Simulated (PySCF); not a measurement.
Isomers of C4H6NSi (doublet state), one GFN2-xTB conformer each. Single-point energies are computed at B3LYP/pcH-1 (PySCF, gas phase, no added dispersion term), electronic only. GFN2-xTB treats the open shell by occupation alone, and not every SCF solution was tested for stability.

| SMILES | GFN2-xTB relative energy (kJ/mol) |
| --- | --- |
| N[Si@H]1C=[C]C=C1 | 289.1 |
| [SiH2]n1cccc1 | 0.0 |
| [H]/[C]=C\[SiH2]CC#N | 347.9 |
| N#C[SiH]1C[CH]C1 | 330.4 |
| C=[C][SiH2]CC#N | 314.6 |
| [H]/N=[C]/C[SiH2]C#C | 381.4 |

Conformers: `[NH2:1][Si@H:2]1[CH:3]=[C:4][CH:5]=[CH:6]1` (doublet state) with H–N1–Si2–C3 -42° and 180°; `[SiH2:1][n:2]1[cH:3][cH:4][cH:5][cH:6]1` (doublet state) with H–Si1–N2–C3 156° and 28°; `[H]/[C:1]=[CH:2]\[SiH2:3][CH2:4][C:5]#[N:6]` (doublet state) with C1–C2–Si3–C4 0°, C2–Si3–C4–C5 180°; `[CH2:1]=[C:2][SiH2:3][CH2:4][C:5]#[N:6]` (doublet state) with C1–C2–Si3–C4 99°, C2–Si3–C4–C5 -63°; `[H]/[N:6]=[C:5]/[CH2:4][SiH2:3][C:2]#[CH:1]` (doublet state) with C2–Si3–C4–C5 -100°, Si3–C4–C5–N6 -2°.

What does B3LYP/pcH-1 give for the same structures?

```json
{"SMILES": "[SiH2]n1cccc1", "B3LYP/pcH-1 E (Eh)": "-500.25498", "B3LYP/pcH-1 (kJ/mol)": "0.0", "GFN2-xTB (kJ/mol)": "0.0", "point group": "Cs"}
{"SMILES": "N#C[SiH]1C[CH]C1", "B3LYP/pcH-1 E (Eh)": "-500.22482", "B3LYP/pcH-1 (kJ/mol)": "79.2", "GFN2-xTB (kJ/mol)": "330.4", "point group": "Cs"}
{"SMILES": "N[Si@H]1C=[C]C=C1", "B3LYP/pcH-1 E (Eh)": "-500.21776", "B3LYP/pcH-1 (kJ/mol)": "97.7", "GFN2-xTB (kJ/mol)": "289.1", "point group": "C1"}
{"SMILES": "C=[C][SiH2]CC#N", "B3LYP/pcH-1 E (Eh)": "-500.20846", "B3LYP/pcH-1 (kJ/mol)": "122.2", "GFN2-xTB (kJ/mol)": "314.6", "point group": "C1"}
{"SMILES": "[H]/[C]=C\\[SiH2]CC#N", "B3LYP/pcH-1 E (Eh)": "-500.19695", "B3LYP/pcH-1 (kJ/mol)": "152.4", "GFN2-xTB (kJ/mol)": "347.9", "point group": "Cs"}
{"SMILES": "[H]/N=[C]/C[SiH2]C#C", "B3LYP/pcH-1 E (Eh)": "-500.17596", "B3LYP/pcH-1 (kJ/mol)": "207.5", "GFN2-xTB (kJ/mol)": "381.4", "point group": "C1"}
```

Both levels put the same isomer lowest; measured from each level's own lowest isomer, the values differ by up to 251.2 kJ/mol (N#C[SiH]1C[CH]C1: 330.4 against 79.2). As drawn, the highest has an N–H bond and an Si–C bond, which the lowest lacks. Neighbours under 21 kJ/mol apart (N#C[SiH]1C[CH]C1 and N[Si@H]1C=[C]C=C1) can change places with a better method, another conformer or zero-point energy.
